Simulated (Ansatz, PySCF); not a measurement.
F2GaH3OSi, SMILES [F][Ga]([F])[O][SiH3]. Atoms are numbered in the order given.

```xyz
8

Ga     0.0797     0.0835     0.7762
F     -0.5811    -0.5031     2.2714
F      1.3544     1.2675     0.8629
O     -0.5286    -0.5081    -0.7584
Si    -0.2762    -0.3022    -2.3984
H     -0.5249     1.1154    -2.7890
H     -1.2260    -1.1929    -3.1164
H      1.1241    -0.6673    -2.7590
```
Charge 0, spin multiplicity 1.

Geometry optimised at B3LYP-D3(BJ)/def2-SVP. The structure was generated by enumeration; whether it is a known compound was not checked. One conformer was computed; it need not be the lowest.

Two levels are set side by side: PBE-D3(BJ)/def2-SVP (Ansatz, a first-principles code) and B3LYP-D3(BJ)/def2-SVP (Ansatz). Each level has its own optimised geometry; the coordinates shown are those of the second. Frequencies come from the Hessian of PySCF at each geometry. Differences are taken from unrounded values.

```json
[
 {"quantity": "mean bond length (Å)", "B3LYP-D3(BJ)": "1.625", "PBE-D3(BJ)": "1.639", "PBE-D3(BJ) minus B3LYP-D3(BJ)": "0.014"},
 {"quantity": "bond Ga1–F2 (Å)", "B3LYP-D3(BJ)": "1.737", "PBE-D3(BJ)": "1.749", "PBE-D3(BJ) minus B3LYP-D3(BJ)": "0.012"},
 {"quantity": "bond Ga1–F3 (Å)", "B3LYP-D3(BJ)": "1.742", "PBE-D3(BJ)": "1.755", "PBE-D3(BJ) minus B3LYP-D3(BJ)": "0.013"},
 {"quantity": "bond Ga1–O4 (Å)", "B3LYP-D3(BJ)": "1.754", "PBE-D3(BJ)": "1.771", "PBE-D3(BJ) minus B3LYP-D3(BJ)": "0.017"},
 {"quantity": "bond O4–Si5 (Å)", "B3LYP-D3(BJ)": "1.672", "PBE-D3(BJ)": "1.689", "PBE-D3(BJ) minus B3LYP-D3(BJ)": "0.017"},
 {"quantity": "bond Si5–H6 (Å)", "B3LYP-D3(BJ)": "1.491", "PBE-D3(BJ)": "1.505", "PBE-D3(BJ) minus B3LYP-D3(BJ)": "0.013"},
 {"quantity": "bond Si5–H7 (Å)", "B3LYP-D3(BJ)": "1.487", "PBE-D3(BJ)": "1.500", "PBE-D3(BJ) minus B3LYP-D3(BJ)": "0.013"},
 {"quantity": "bond Si5–H8 (Å)", "B3LYP-D3(BJ)": "1.491", "PBE-D3(BJ)": "1.505", "PBE-D3(BJ) minus B3LYP-D3(BJ)": "0.013"},
 {"quantity": "highest harmonic wavenumber (cm⁻¹)", "B3LYP-D3(BJ)": "2250", "PBE-D3(BJ)": "2193", "PBE-D3(BJ) minus B3LYP-D3(BJ)": "-57"},
 {"quantity": "mean harmonic wavenumber (cm⁻¹)", "B3LYP-D3(BJ)": "822", "PBE-D3(BJ)": "794", "PBE-D3(BJ) minus B3LYP-D3(BJ)": "-28"},
 {"quantity": "zero-point energy (kcal/mol)", "B3LYP-D3(BJ)": "21.16", "PBE-D3(BJ)": "20.44", "PBE-D3(BJ) minus B3LYP-D3(BJ)": "-0.73"}
]
```

GGA bonds tend to be longer and softer than those of functionals with exact exchange. Differences between two approximate levels are no errors against the true value.
